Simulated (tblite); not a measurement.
Record of a relaxation.

Species: C₂H₁₁BGeO₂Si.
Atom-mapped SMILES: `[CH3:1][O:2][B:3]([O:4][CH3:5])[GeH2:6][SiH3:7]` (hydrogens: H8, H9, H10 on C1; H11, H12, H13 on C5; H14, H15 on Ge6; H16, H17, H18 on Si7)

Computed with GFN2-xTB (tblite), gas phase: L-BFGS steps from a force-field or distance-geometry start until the largest atomic force falls under 0.01 eV/Å. 11 of its 150 geometries are shown.

Step 0: E = -624.0475 eV, largest atomic force 3.077 eV/Å
```
atom  x, y, z in Å  |  force x, y, z in eV/Å
C1     -0.763    2.241   -0.145    0.715   1.058  -0.471
O2     -0.574    1.315    0.860   -0.292  -2.787   0.036
B3     -0.597   -0.059    0.333   -2.305   0.652   1.476
O4     -1.687   -0.901    0.758    1.908   2.377  -0.420
C5     -2.200   -1.732   -0.215   -0.946  -0.973  -0.074
Ge6     0.778   -0.541   -1.032    0.277   0.074  -0.316
Si7     2.942   -0.167   -0.288    0.297   0.147   0.206
H8     -0.275    3.183    0.200   -0.405  -0.401  -0.311
H9     -0.229    1.881   -1.057   -0.597   0.665   0.215
H10    -1.839    2.436   -0.349    0.548  -0.192   0.039
H11    -2.619   -2.622    0.307    0.352   0.279  -0.475
H12    -3.048   -1.266   -0.783    0.581  -0.049   0.475
H13    -1.412   -1.982   -0.930   -0.283  -0.429  -0.135
H14     0.675   -1.986   -1.550    0.008   0.418  -0.201
H15     0.590    0.415   -2.253    0.102  -0.776   0.117
H16     3.382   -1.179    0.696   -0.073   0.194  -0.154
H17     2.999    1.178    0.333    0.083  -0.287  -0.103
H18     3.869   -0.207   -1.425    0.031   0.032   0.097
```

Step 15: E = -624.8015 eV, largest atomic force 0.359 eV/Å
```
atom  x, y, z in Å  |  force x, y, z in eV/Å
C1     -0.721    2.365   -0.047    0.059   0.107  -0.056
O2     -0.701    1.243    0.796   -0.065  -0.017  -0.180
B3     -0.771    0.005    0.181   -0.165   0.104  -0.050
O4     -1.838   -0.721    0.529    0.003  -0.055  -0.355
C5     -2.302   -1.847   -0.170    0.018  -0.142  -0.083
Ge6     0.818   -0.510   -1.089   -0.069  -0.108  -0.060
Si7     3.010   -0.132   -0.301   -0.118  -0.019  -0.053
H8     -0.260    3.212    0.452    0.149   0.014   0.194
H9     -0.193    2.171   -0.988    0.095   0.002  -0.045
H10    -1.751    2.646   -0.297   -0.035  -0.121   0.046
H11    -2.588   -2.630    0.528    0.115  -0.052   0.152
H12    -3.190   -1.589   -0.757   -0.007   0.215   0.116
H13    -1.552   -2.216   -0.874    0.126  -0.119   0.050
H14     0.747   -1.929   -1.667    0.031  -0.032   0.301
H15     0.718    0.072   -2.494   -0.018   0.270   0.095
H16     3.405   -1.141    0.685   -0.033  -0.031  -0.009
H17     3.163    1.172    0.353   -0.084   0.007  -0.020
H18     3.997   -0.166   -1.380   -0.001  -0.023  -0.043
```

Step 30: E = -624.9789 eV, largest atomic force 0.359 eV/Å
```
atom  x, y, z in Å  |  force x, y, z in eV/Å
C1     -0.636    2.504    0.015   -0.067   0.008   0.069
O2     -0.968    1.249    0.546   -0.048   0.271  -0.058
B3     -0.870    0.046   -0.081   -0.178   0.036  -0.045
O4     -1.954   -0.692    0.168   -0.141  -0.088   0.110
C5     -2.311   -2.007   -0.157   -0.015   0.118   0.025
Ge6     0.817   -0.476   -1.132    0.011  -0.035  -0.029
Si7     2.983   -0.119   -0.335   -0.135  -0.015  -0.033
H8     -0.168    3.110    0.798    0.032  -0.093  -0.104
H9      0.016    2.450   -0.867    0.079  -0.135   0.141
H10    -1.572    2.990   -0.290    0.090   0.053  -0.004
H11    -2.452   -2.554    0.787    0.159  -0.061  -0.316
H12    -3.276   -1.969   -0.683    0.167  -0.031   0.068
H13    -1.568   -2.483   -0.810   -0.057  -0.036   0.219
H14     0.794   -1.945   -1.491   -0.037  -0.086  -0.067
H15     0.783    0.059   -2.546   -0.026   0.028  -0.081
H16     3.316   -1.165    0.633    0.063   0.025   0.063
H17     3.086    1.190    0.311    0.071   0.011   0.035
H18     3.971   -0.183   -1.409    0.033   0.028   0.008
```

Step 45: E = -625.1710 eV, largest atomic force 0.127 eV/Å
```
atom  x, y, z in Å  |  force x, y, z in eV/Å
C1     -0.542    2.525    0.005   -0.058  -0.040  -0.043
O2     -1.339    1.397    0.247    0.116   0.028  -0.042
B3     -1.075    0.129   -0.138    0.013  -0.049  -0.006
O4     -2.048   -0.722    0.231   -0.050   0.071  -0.003
C5     -2.194   -2.070   -0.119    0.004   0.039  -0.029
Ge6     0.672   -0.450   -1.123   -0.023   0.094   0.033
Si7     2.849   -0.122   -0.331    0.031   0.039   0.015
H8     -0.104    2.881    0.944   -0.022  -0.075  -0.040
H9      0.260    2.313   -0.711    0.044  -0.024   0.012
H10    -1.178    3.318   -0.405    0.031  -0.095   0.044
H11    -2.241   -2.669    0.792    0.007  -0.010   0.000
H12    -3.131   -2.182   -0.671   -0.021  -0.017   0.032
H13    -1.373   -2.423   -0.751    0.021  -0.012   0.040
H14     0.656   -1.919   -1.509   -0.024  -0.002  -0.021
H15     0.702    0.101   -2.536   -0.045   0.031  -0.023
H16     3.265   -1.119    0.657   -0.043  -0.019   0.018
H17     2.990    1.195    0.297    0.009   0.040   0.028
H18     3.822   -0.178   -1.421    0.009   0.001  -0.014
```

Step 60: E = -625.1897 eV, largest atomic force 0.046 eV/Å
```
atom  x, y, z in Å  |  force x, y, z in eV/Å
C1     -0.498    2.485   -0.004    0.005  -0.005  -0.009
O2     -1.356    1.398    0.189    0.015  -0.007   0.025
B3     -1.098    0.123   -0.170   -0.023  -0.013  -0.004
O4     -2.097   -0.710    0.165   -0.017  -0.014   0.008
C5     -2.191   -2.081   -0.104   -0.013  -0.009   0.009
Ge6     0.656   -0.412   -1.136    0.015  -0.016  -0.027
Si7     2.829   -0.076   -0.325    0.016  -0.006   0.006
H8     -0.074    2.792    0.957   -0.007  -0.002   0.007
H9      0.321    2.246   -0.692    0.009  -0.002  -0.020
H10    -1.079    3.313   -0.416    0.006   0.003   0.001
H11    -2.210   -2.628    0.842    0.020   0.002   0.017
H12    -3.129   -2.266   -0.632    0.003   0.007  -0.017
H13    -1.358   -2.444   -0.714   -0.018   0.024   0.022
H14     0.651   -1.875   -1.552    0.007   0.019  -0.018
H15     0.628    0.170   -2.539    0.025   0.018  -0.001
H16     3.174   -1.100    0.665    0.001   0.010   0.005
H17     3.006    1.230    0.325   -0.037  -0.017  -0.021
H18     3.817   -0.158   -1.401   -0.007   0.006   0.018
```

Step 74: E = -625.1954 eV, largest atomic force 0.046 eV/Å
```
atom  x, y, z in Å  |  force x, y, z in eV/Å
C1     -0.467    2.462   -0.010    0.012  -0.004   0.012
O2     -1.337    1.389    0.202   -0.007  -0.034  -0.002
B3     -1.109    0.114   -0.177    0.017  -0.009  -0.004
O4     -2.114   -0.709    0.166    0.019  -0.013  -0.015
C5     -2.194   -2.084   -0.083    0.004  -0.013   0.018
Ge6     0.644   -0.414   -1.165   -0.008   0.008   0.008
Si7     2.801   -0.076   -0.316   -0.034  -0.014  -0.004
H8     -0.037    2.773    0.946    0.003   0.006  -0.008
H9      0.345    2.203   -0.700   -0.005   0.021   0.000
H10    -1.040    3.291   -0.429   -0.002   0.032  -0.010
H11    -2.207   -2.618    0.872    0.026  -0.001   0.014
H12    -3.127   -2.296   -0.610   -0.013   0.039  -0.021
H13    -1.354   -2.439   -0.686    0.005  -0.022   0.005
H14     0.653   -1.851   -1.658   -0.026  -0.019  -0.021
H15     0.651    0.244   -2.534   -0.012   0.005  -0.007
H16     3.145   -1.078    0.693    0.000  -0.012   0.030
H17     2.926    1.243    0.312    0.005   0.033   0.026
H18     3.816   -0.147   -1.364    0.016  -0.003  -0.019
```

Step 89: E = -625.1983 eV, largest atomic force 0.037 eV/Å
```
atom  x, y, z in Å  |  force x, y, z in eV/Å
C1     -0.455    2.460   -0.017   -0.032  -0.007  -0.017
O2     -1.315    1.380    0.205   -0.009  -0.009   0.003
B3     -1.092    0.106   -0.182    0.008  -0.006  -0.003
O4     -2.089   -0.718    0.180    0.001   0.018   0.021
C5     -2.186   -2.092   -0.068   -0.007   0.018  -0.017
Ge6     0.640   -0.419   -1.195    0.003   0.007  -0.010
Si7     2.782   -0.084   -0.306    0.005   0.009   0.007
H8     -0.017    2.773    0.935    0.005   0.014   0.002
H9      0.351    2.211   -0.716   -0.008   0.006  -0.002
H10    -1.041    3.286   -0.428    0.022  -0.001   0.014
H11    -2.205   -2.624    0.887    0.005  -0.006   0.002
H12    -3.122   -2.283   -0.598    0.008  -0.011   0.003
H13    -1.351   -2.462   -0.671    0.008  -0.004   0.005
H14     0.623   -1.839   -1.733    0.003  -0.004  -0.003
H15     0.649    0.283   -2.543    0.004  -0.002   0.001
H16     3.115   -1.066    0.729   -0.013  -0.007  -0.020
H17     2.886    1.241    0.319   -0.001   0.002  -0.001
H18     3.817   -0.147   -1.337   -0.002  -0.017   0.015
```

Step 104: E = -625.2003 eV, largest atomic force 0.030 eV/Å
```
atom  x, y, z in Å  |  force x, y, z in eV/Å
C1     -0.461    2.466   -0.025    0.016   0.011   0.014
O2     -1.308    1.379    0.209    0.017   0.022  -0.011
B3     -1.081    0.108   -0.185   -0.001  -0.005   0.001
O4     -2.054   -0.726    0.218   -0.005  -0.006  -0.008
C5     -2.160   -2.095   -0.051    0.001  -0.004   0.003
Ge6     0.634   -0.403   -1.234   -0.020  -0.003  -0.008
Si7     2.759   -0.093   -0.301    0.017  -0.006   0.001
H8      0.002    2.773    0.917   -0.009   0.005  -0.006
H9      0.331    2.231   -0.746   -0.018  -0.012  -0.008
H10    -1.058    3.295   -0.413   -0.005  -0.005   0.008
H11    -2.192   -2.640    0.897    0.016   0.007  -0.008
H12    -3.094   -2.273   -0.590   -0.001  -0.007  -0.008
H13    -1.323   -2.463   -0.653    0.002  -0.001   0.011
H14     0.616   -1.819   -1.787   -0.002   0.020   0.004
H15     0.646    0.315   -2.573    0.004  -0.003   0.014
H16     3.031   -1.092    0.737   -0.002   0.005   0.009
H17     2.870    1.230    0.328   -0.001  -0.018  -0.003
H18     3.833   -0.188   -1.288   -0.010  -0.002  -0.003
```

Step 119: E = -625.2029 eV, largest atomic force 0.026 eV/Å
```
atom  x, y, z in Å  |  force x, y, z in eV/Å
C1     -0.476    2.487   -0.038   -0.014  -0.009  -0.007
O2     -1.311    1.393    0.214   -0.012  -0.008  -0.015
B3     -1.087    0.127   -0.197    0.014   0.004   0.007
O4     -2.042   -0.724    0.216    0.004   0.011  -0.017
C5     -2.100   -2.100   -0.033    0.000   0.005   0.008
Ge6     0.614   -0.372   -1.269    0.021  -0.005   0.014
Si7     2.727   -0.140   -0.285   -0.023  -0.011   0.000
H8      0.041    2.771    0.883   -0.003  -0.004  -0.001
H9      0.269    2.268   -0.812   -0.002   0.002   0.003
H10    -1.095    3.324   -0.369    0.000   0.003   0.004
H11    -2.124   -2.626    0.925   -0.002  -0.021   0.008
H12    -3.019   -2.322   -0.581   -0.004   0.008   0.002
H13    -1.243   -2.451   -0.616   -0.006   0.006   0.008
H14     0.573   -1.768   -1.869    0.003   0.012  -0.008
H15     0.659    0.388   -2.582    0.000   0.008   0.003
H16     2.921   -1.133    0.775    0.011  -0.009  -0.004
H17     2.867    1.180    0.343    0.015   0.000  -0.019
H18     3.818   -0.293   -1.247   -0.001   0.006   0.014
```

Step 134: E = -625.2058 eV, largest atomic force 0.032 eV/Å
```
atom  x, y, z in Å  |  force x, y, z in eV/Å
C1     -0.526    2.513   -0.061    0.002   0.021  -0.010
O2     -1.360    1.412    0.165    0.007  -0.012   0.000
B3     -1.097    0.144   -0.213    0.010  -0.006   0.001
O4     -2.038   -0.721    0.204    0.002  -0.001   0.005
C5     -2.052   -2.104   -0.009   -0.013  -0.006  -0.005
Ge6     0.617   -0.346   -1.268    0.007   0.022  -0.022
Si7     2.731   -0.210   -0.269    0.000  -0.004  -0.007
H8      0.036    2.741    0.849    0.000  -0.008  -0.007
H9      0.181    2.337   -0.881   -0.019  -0.006   0.020
H10    -1.155    3.370   -0.310    0.005   0.002  -0.007
H11    -2.070   -2.607    0.961   -0.004  -0.006  -0.001
H12    -2.958   -2.366   -0.560   -0.006  -0.003   0.005
H13    -1.179   -2.444   -0.575    0.002   0.003   0.009
H14     0.545   -1.698   -1.956    0.000  -0.002   0.001
H15     0.686    0.489   -2.536    0.019  -0.004   0.017
H16     2.875   -1.198    0.805   -0.007   0.018  -0.010
H17     2.928    1.117    0.326    0.008  -0.001   0.014
H18     3.828   -0.425   -1.212   -0.014  -0.006  -0.003
```

Step 149: E = -625.2069 eV, largest atomic force 0.009 eV/Å
```
atom  x, y, z in Å  |  force x, y, z in eV/Å
C1     -0.571    2.537   -0.083   -0.001   0.003  -0.001
O2     -1.385    1.423    0.151    0.004   0.000   0.005
B3     -1.096    0.158   -0.222   -0.001   0.004  -0.001
O4     -2.011   -0.724    0.215   -0.007  -0.001   0.002
C5     -2.001   -2.108    0.014   -0.001   0.003  -0.002
Ge6     0.618   -0.307   -1.286   -0.002  -0.002   0.004
Si7     2.718   -0.267   -0.257    0.005   0.004   0.005
H8      0.047    2.736    0.798   -0.002   0.001   0.002
H9      0.084    2.394   -0.949    0.000   0.001  -0.001
H10    -1.218    3.398   -0.261    0.001   0.003  -0.005
H11    -2.024   -2.603    0.988   -0.003  -0.005  -0.005
H12    -2.895   -2.392   -0.548    0.000   0.000   0.004
H13    -1.114   -2.438   -0.536    0.006  -0.006   0.002
H14     0.520   -1.628   -2.031    0.004   0.004  -0.007
H15     0.735    0.581   -2.513   -0.004  -0.004   0.000
H16     2.792   -1.248    0.831   -0.001  -0.001   0.000
H17     2.983    1.050    0.334    0.002  -0.002  -0.001
H18     3.810   -0.556   -1.185    0.000  -0.001  -0.002
```

Q: Summarise the path.

A: The energy falls by 111.86 kJ/mol from step 0 to step 149; nine tenths of that is first reached at step 37. It falls at every step. The largest force goes from 3.077 to 0.009 eV/Å. Among the bonds O2–B3 changes most, from 1.472 to 1.350 Å; the atoms move by 0.699 Å rms after alignment.

Q: Follow the three bonds and two angles with the largest change from start to end.

A: 
| step | E above end (kJ/mol) | largest force (eV/Å) | O2–B3 (Å) | B3–O4 (Å) | B3–Ge6 (Å) | C1–O2–B3 (°) | B3–O4–C5 (°) |
| --- | --- | --- | --- | --- | --- | --- | --- |
| 0 | 111.86 | 3.077 | 1.472 | 1.441 | 1.997 | 111.3 | 115.2 |
| 6 | 59.06 | 0.347 | 1.385 | 1.340 | 2.041 | 111.8 | 118.3 |
| 13 | 43.42 | 0.559 | 1.369 | 1.331 | 2.091 | 116.5 | 124.5 |
| 19 | 32.07 | 0.284 | 1.379 | 1.331 | 2.105 | 118.5 | 127.9 |
| 26 | 25.46 | 0.205 | 1.372 | 1.332 | 2.071 | 123.6 | 131.0 |
| 32 | 19.20 | 0.474 | 1.363 | 1.336 | 2.063 | 128.2 | 133.5 |
| 39 | 7.36 | 0.440 | 1.349 | 1.342 | 2.077 | 126.8 | 130.2 |
| 45 | 3.46 | 0.127 | 1.350 | 1.344 | 2.088 | 126.6 | 128.0 |
| 52 | 2.50 | 0.099 | 1.348 | 1.345 | 2.077 | 126.6 | 126.9 |
| 58 | 1.75 | 0.064 | 1.350 | 1.343 | 2.071 | 125.7 | 127.4 |
| 65 | 1.48 | 0.048 | 1.349 | 1.343 | 2.079 | 125.2 | 127.1 |
| 71 | 1.21 | 0.041 | 1.349 | 1.343 | 2.080 | 125.3 | 127.0 |
| 78 | 0.96 | 0.034 | 1.349 | 1.344 | 2.075 | 125.5 | 127.2 |
| 84 | 0.88 | 0.024 | 1.350 | 1.343 | 2.074 | 125.4 | 127.0 |
| 91 | 0.80 | 0.028 | 1.350 | 1.344 | 2.074 | 125.6 | 127.3 |
| 97 | 0.69 | 0.024 | 1.350 | 1.344 | 2.073 | 125.6 | 127.3 |
| 104 | 0.64 | 0.030 | 1.349 | 1.344 | 2.075 | 125.5 | 127.2 |
| 110 | 0.51 | 0.060 | 1.350 | 1.344 | 2.071 | 125.5 | 126.9 |
| 117 | 0.41 | 0.038 | 1.350 | 1.344 | 2.071 | 125.4 | 126.8 |
| 123 | 0.32 | 0.039 | 1.349 | 1.344 | 2.072 | 125.2 | 126.6 |
| 130 | 0.17 | 0.033 | 1.350 | 1.345 | 2.071 | 125.4 | 126.6 |
| 136 | 0.07 | 0.039 | 1.349 | 1.345 | 2.072 | 125.3 | 126.5 |
| 143 | 0.02 | 0.018 | 1.350 | 1.344 | 2.070 | 125.2 | 126.6 |
| 149 | 0.00 | 0.009 | 1.350 | 1.344 | 2.070 | 125.1 | 126.7 |

What follows is the cost of the whole relaxation. Hardware: one thread of an Arm Neoverse V2, on a shared host. Cost: 0.93 s wall.
